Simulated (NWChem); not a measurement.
# C$_{2}$F$_{5}$, doublet; SMILES F[C](F)C(F)(F)F

```xyz
7

F      0.0297    -1.5011    -1.0900
C     -0.3372    -0.8717     0.0000
F      0.0297    -1.5011     1.0900
C     -0.0283     0.6075     0.0000
F      1.2873     0.8347     0.0000
F     -0.5455     1.1718     1.0817
F     -0.5455     1.1718    -1.0817
```
Atoms are numbered in this order, from 1.

Level: PBE0/def2-SVP, spin-unrestricted (NWChem), optimised geometry, unscaled harmonic frequencies. In the optimisation the excess spin sits in a' (Cs, its own frame).

```tsv
frequency (cm⁻¹)	IR intensity (km/mol)
55	0.0
206	3.2
219	2.7
372	0.2
428	1.1
525	5.8
601	1.5
622	10.6
715	20.1
852	3.3
1177	259.2
1251	342.9
1301	264.4
1366	287.2
1474	20.3
```

```yaml
zero_point_energy: 16.0 kcal/mol
thermal correction to the enthalpy at 298.15 K (with zero-point energy): 20.4 kcal/mol
heat capacity Cv: 19.8 cal/(mol K)
"entropy at 298.15 K and 1 atm (symmetry number 1, electronic part: spin degeneracy alone)": 81.5 cal/(mol K)
dipole_moment: 0.44 D
```

Rigid rotor and harmonic oscillator; modes under 100 cm⁻¹ make the entropy uncertain.
